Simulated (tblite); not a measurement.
A geometry optimisation, step by step.

C6H9BCl2O.
SMILES with atom numbers: `[O:1]=[CH:2][C@@H:3]1[B:4]([Cl:5])[CH2:6][CH2:7][CH2:8][C@@H:9]1[Cl:10]` (hydrogens: H11 on C2; H12 on C3; H13, H14 on C6; H15, H16 on C7; H17, H18 on C8; H19 on C9)

Computed with GFN2-xTB (tblite), gas phase: L-BFGS steps from a force-field or distance-geometry start until the largest atomic force falls under 0.01 eV/Å. 5 of its 101 geometries are shown.

Step 0: E = -865.6280 eV, largest atomic force 3.094 eV/Å
```
atom  x, y, z in Å  |  force x, y, z in eV/Å
O1      2.223    0.572   -1.744    0.855  -2.426   1.720
C2      2.208    0.062   -0.631    0.641   0.947  -2.368
C3      1.138    0.365    0.380    0.579  -0.725   1.153
B4      0.554   -1.028    0.807    0.858  -2.450  -1.065
Cl5     1.801   -2.348    1.217   -1.261   1.235   0.011
C6     -0.893   -1.487    0.273    0.785   0.356   1.105
C7     -1.749   -0.229    0.445    0.778  -0.185   0.574
C8     -1.179    0.746   -0.581   -1.959   0.186  -0.547
C9      0.111    1.322   -0.116   -0.466   2.071   0.898
Cl10    0.752    2.380   -1.404   -0.876   1.600   0.080
H11     3.008   -0.648   -0.329   -0.240   0.385   0.152
H12     1.636    0.795    1.270    0.270  -0.051  -0.381
H13    -0.862   -1.746   -0.791   -0.018  -0.335   0.364
H14    -1.287   -2.293    0.884   -0.103  -0.321  -0.290
H15    -1.515    0.140    1.477   -0.743  -0.016  -0.739
H16    -2.810   -0.449    0.337    0.099   0.264  -0.102
H17    -1.083    0.230   -1.560   -0.055   0.453   0.489
H18    -1.914    1.578   -0.665    0.506  -0.351  -0.380
H19    -0.150    2.047    0.722    0.348  -0.638  -0.674
```

Step 25: E = -866.8157 eV, largest atomic force 0.225 eV/Å
```
atom  x, y, z in Å  |  force x, y, z in eV/Å
O1      2.039    0.119   -1.968   -0.114  -0.056   0.110
C2      2.236    0.069   -0.789   -0.015   0.074  -0.124
C3      1.216    0.313    0.313    0.046   0.044  -0.079
B4      0.630   -1.133    0.681    0.052  -0.128   0.010
Cl5     1.689   -2.258    1.408   -0.062   0.025  -0.060
C6     -0.877   -1.496    0.376   -0.059  -0.034   0.046
C7     -1.772   -0.249    0.343   -0.078  -0.027   0.002
C8     -1.179    0.815   -0.577    0.024  -0.050  -0.036
C9      0.127    1.351   -0.004   -0.029   0.051  -0.046
Cl10    0.760    2.649   -1.090   -0.030  -0.088   0.110
H11     3.244   -0.178   -0.390   -0.171  -0.026   0.004
H12     1.802    0.694    1.154    0.031  -0.001   0.036
H13    -0.971   -2.013   -0.587    0.165   0.149  -0.032
H14    -1.272   -2.220    1.091   -0.022   0.049   0.118
H15    -1.891    0.150    1.351    0.110   0.037   0.048
H16    -2.770   -0.511   -0.005   -0.051  -0.057  -0.103
H17    -1.038    0.386   -1.566    0.193  -0.010  -0.099
H18    -1.866    1.658   -0.676   -0.037  -0.033   0.006
H19    -0.118    1.863    0.928    0.046   0.083   0.087
```

Step 50: E = -866.9378 eV, largest atomic force 0.064 eV/Å
```
atom  x, y, z in Å  |  force x, y, z in eV/Å
O1      1.540   -0.153   -1.976   -0.040   0.029  -0.015
C2      2.011    0.041   -0.893    0.025  -0.011   0.034
C3      1.235    0.330    0.381    0.013  -0.022  -0.034
B4      0.644   -1.107    0.790    0.031   0.008   0.048
Cl5     1.710   -2.259    1.452   -0.028   0.021   0.018
C6     -0.853   -1.466    0.449    0.050  -0.029   0.028
C7     -1.759   -0.247    0.234    0.006  -0.036  -0.026
C8     -1.056    0.812   -0.610   -0.006   0.026   0.009
C9      0.136    1.370    0.149    0.015  -0.022   0.012
Cl10    0.826    2.779   -0.741   -0.003  -0.023   0.021
H11     3.103   -0.015   -0.730    0.026  -0.017   0.005
H12     1.944    0.708    1.122   -0.008   0.005  -0.056
H13    -0.832   -2.044   -0.483    0.002   0.015   0.001
H14    -1.300   -2.132    1.190   -0.018  -0.016  -0.008
H15    -2.038    0.176    1.201    0.031   0.017  -0.019
H16    -2.675   -0.554   -0.269   -0.050  -0.014  -0.009
H17    -0.713    0.374   -1.548   -0.004   0.034   0.004
H18    -1.746    1.624   -0.838   -0.034   0.030  -0.017
H19    -0.187    1.775    1.113   -0.007   0.004   0.002
```

Step 75: E = -866.9526 eV, largest atomic force 0.033 eV/Å
```
atom  x, y, z in Å  |  force x, y, z in eV/Å
O1      1.487   -0.071   -2.029   -0.025  -0.004   0.021
C2      1.973   -0.004   -0.937   -0.001   0.014  -0.001
C3      1.248    0.331    0.351   -0.007  -0.011   0.000
B4      0.654   -1.076    0.852   -0.003  -0.010  -0.005
Cl5     1.664   -2.145    1.704   -0.005   0.010  -0.008
C6     -0.815   -1.468    0.430    0.003  -0.003   0.006
C7     -1.746   -0.266    0.214    0.005   0.012  -0.013
C8     -1.065    0.830   -0.601    0.022   0.017  -0.013
C9      0.136    1.367    0.160    0.019   0.008   0.000
Cl10    0.809    2.807   -0.684    0.001   0.002  -0.018
H11     3.045   -0.223   -0.779    0.006  -0.004   0.021
H12     1.994    0.725    1.047   -0.004   0.005  -0.020
H13    -0.732   -2.001   -0.525    0.006   0.001   0.003
H14    -1.286   -2.171    1.120    0.004  -0.018  -0.006
H15    -2.042    0.140    1.183   -0.009  -0.007   0.011
H16    -2.651   -0.588   -0.302   -0.016  -0.005   0.002
H17    -0.737    0.441   -1.564    0.015  -0.019  -0.013
H18    -1.767    1.645   -0.787   -0.007   0.011   0.028
H19    -0.177    1.737    1.141   -0.004   0.001   0.006
```

Step 100: E = -866.9538 eV, largest atomic force 0.010 eV/Å
```
atom  x, y, z in Å  |  force x, y, z in eV/Å
O1      1.465   -0.106   -2.016   -0.002   0.001   0.009
C2      1.961   -0.019   -0.930    0.002   0.003  -0.009
C3      1.245    0.335    0.357    0.001   0.000  -0.005
B4      0.654   -1.071    0.861   -0.006  -0.005   0.001
Cl5     1.663   -2.131    1.722    0.000  -0.004   0.007
C6     -0.806   -1.469    0.418    0.000  -0.005  -0.001
C7     -1.743   -0.269    0.212    0.000  -0.005   0.003
C8     -1.068    0.839   -0.594   -0.001  -0.003   0.000
C9      0.138    1.375    0.160   -0.001   0.003  -0.002
Cl10    0.815    2.802   -0.705   -0.001  -0.001  -0.003
H11     3.033   -0.241   -0.773    0.002   0.005   0.000
H12     1.996    0.735    1.044    0.005   0.001   0.000
H13    -0.707   -1.981   -0.546    0.003   0.002  -0.003
H14    -1.279   -2.191    1.087    0.000   0.001  -0.001
H15    -2.041    0.126    1.186   -0.003  -0.002   0.006
H16    -2.646   -0.592   -0.306   -0.005   0.008   0.003
H17    -0.747    0.459   -1.563    0.002  -0.001  -0.004
H18    -1.775    1.654   -0.760    0.003   0.001  -0.004
H19    -0.169    1.756    1.138   -0.001   0.001   0.003
```

Problem. Summarise the path.

Solution. The energy falls by 1.3258 eV from step 0 to step 100; nine tenths of that is first reached at step 26. It falls at every step. The largest force goes from 3.094 to 0.010 eV/Å. Among the bonds B4–Cl5 changes most, from 1.862 to 1.699 Å; the atoms move by 0.486 Å rms after alignment.

The cost below is that of the whole relaxation. The run took 1.6 s of wall time on an Arm Neoverse N1 with one thread, shared host with 64 logical CPUs at a one-minute load of 30.
